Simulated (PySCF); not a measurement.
One molecule, one basis, several functionals.

Species: hexafluoroethane, C₂F₆.
SMILES with atom numbers: `[F:1][C:2]([F:3])([F:4])[C:5]([F:6])([F:7])[F:8]`

Torsions of this conformer, `[F:1][C:2]([F:3])([F:4])[C:5]([F:6])([F:7])[F:8]`: F1–C2–C5–F6 -60°.

PySCF, def2-SVPD basis, density fitting, gas phase, PBE0-D3(BJ)/def2-SVP geometry; singlet excitations by full TDDFT with frozen cores, triplets by Tamm–Dancoff TDDFT and ionisation energies by ΔSCF, from the lowest of the holes tried. One functional is left out:

```json
{"functional": "LDA", "exact exchange (%)": "0", "HOMO energy (eV)": "-9.90", "LUMO energy (eV)": "0.09", "lowest singlet excitation (eV)": "10.03", "lowest triplet excitation (eV)": "9.85", "mean polarisability (au)": "33.6", "vertical ionisation energy (eV)": "13.48"}
{"functional": "PBE", "exact exchange (%)": "0", "HOMO energy (eV)": "-9.66", "LUMO energy (eV)": "0.07", "lowest singlet excitation (eV)": "9.77", "lowest triplet excitation (eV)": "9.67", "mean polarisability (au)": "33.6", "vertical ionisation energy (eV)": "13.19"}
{"functional": "PBE0", "exact exchange (%)": "25", "HOMO energy (eV)": "-11.58", "LUMO energy (eV)": "0.75", "lowest singlet excitation (eV)": "11.13", "lowest triplet excitation (eV)": "10.72", "mean polarisability (au)": "31.5", "vertical ionisation energy (eV)": "14.05"}
{"functional": "BHandHLYP", "exact exchange (%)": "50", "HOMO energy (eV)": "-13.54", "LUMO energy (eV)": "1.08", "lowest singlet excitation (eV)": "12.20", "lowest triplet excitation (eV)": "11.56", "mean polarisability (au)": "30.0", "vertical ionisation energy (eV)": "14.85"}
```

Task: Predict the row of B3LYP (20 % exact exchange) by straight lines through the other rows, and check it.

Result: 
```csv
property,line,computed,computed − line,"PBE0 (25 %), for comparison"
HOMO energy (eV),-11.26,-11.36,-0.10,-11.58
LUMO energy (eV),0.52,0.40,-0.12,0.75
lowest singlet excitation (eV),10.84,10.83,-0.01,11.13
lowest triplet excitation (eV),10.50,10.63,+0.13,10.72
mean polarisability (au),32.1,31.9,-0.2,31.5
vertical ionisation energy (eV),13.93,14.05,+0.12,14.05
```
